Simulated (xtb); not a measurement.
C6H14, triplet, at the geometry of the source list (a higher spin typed on purpose: for a closed-shell molecule this is an excited state), atoms displaced at random by about 0.02 Å a coordinate. Base run: GFN1-xTB in xtb.

xtb was given this input:
```
$ xtb mol.xyz --gfn 1 --uhf 2 --opt --json

# file mol.xyz
20

C      2.82446433     0.82823533    -0.37112698
C      1.83254645     0.01369268     0.43399421
C      0.43205608     0.04527083    -0.19583862
C     -0.56089358    -0.81125784     0.56731366
C     -1.93497063    -0.94134622    -0.11412774
C     -2.66130337     0.44452337    -0.16491733
H      2.92406413     0.50592527    -1.36567414
H      2.49189231     1.92509415    -0.38232388
H      3.78312984     0.81041531     0.17788134
H      2.19358785    -1.03525940     0.46090351
H      1.76310347     0.37423054     1.45371495
H      0.08889188     1.05791141    -0.30217052
H      0.52242731    -0.31666109    -1.21756509
H     -0.71872830    -0.41997843     1.55489828
H     -0.15092922    -1.78653354     0.60577651
H     -1.82524293    -1.30127880    -1.14689990
H     -2.55942348    -1.64747791     0.43137406
H     -2.77438580     0.87102790     0.82779446
H     -3.67960097     0.28872977    -0.56578393
H     -2.13389882     1.13117747    -0.76352540
```

Each row names what was changed in the base input (with any setting that the change needs).

| change | ΔE vs base (kcal/mol) | optimiser steps |
|---|---|---|
| base | 0.000 | 32 |
| opt level = lax | 0.67 | 10 |
| opt level = sloppy | 0.71 | 8 |
| opt level = loose | 0.68 | 9 |
| opt level = extreme | -0.001 | 42 |
| opt level = crude | 0.84 | 6 |
| opt level = tight | -0.001 | 34 |
| engine = inertial | 0.66 | - |
| engine = lbfgs | 0.000 | - |
| opt level = vtight | -0.001 | 39 |
